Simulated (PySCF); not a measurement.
**Mg (magnesium, neutral) across methods**

[Ne] 3s1 4s1, high-spin 3S determinant (an excited configuration). All numbers are calculated (PySCF 2.14, scalar relativity by spin-free X2C-1e, in x2c-QZVPPall with one added diffuse shell each of s, p, d, f type (10s7p6d3f, 82 functions)).

```tsv
method	E (hartree)	mean ε 2p β (eV)	mean ε 3s α (eV)	mean ε 4s α (eV)	Σ⟨r²⟩ (bohr²)	⟨S²⟩
CAM-B3LYP	-200.2012	-57.029	-10.368	-2.154	90.19	2.000
r2SCAN0	-200.1697	-56.713	-9.274	-1.799	89.91	2.000
PBE	-200.0847	-51.559	-8.277	-1.624	88.03	2.000
wB97X	-200.1900	-57.869	-10.922	-2.592	90.20	2.000
UHF	-199.76677	-66.898	-11.316	-2.399	94.29	2.000
PBE0	-200.1007	-55.677	-9.130	-1.883	89.46	2.000
r2SCAN	-200.1754	-53.058	-8.514	-1.559	90.43	2.000
PBEsol	-199.6456	-51.485	-8.268	-1.603	88.67	2.000
LDA	-199.2580	-51.687	-8.383	-1.607	87.38	2.000
```

The outer electron is Rydberg-like, and this basis confines it to a smaller radius and binds it less than a complete one would.
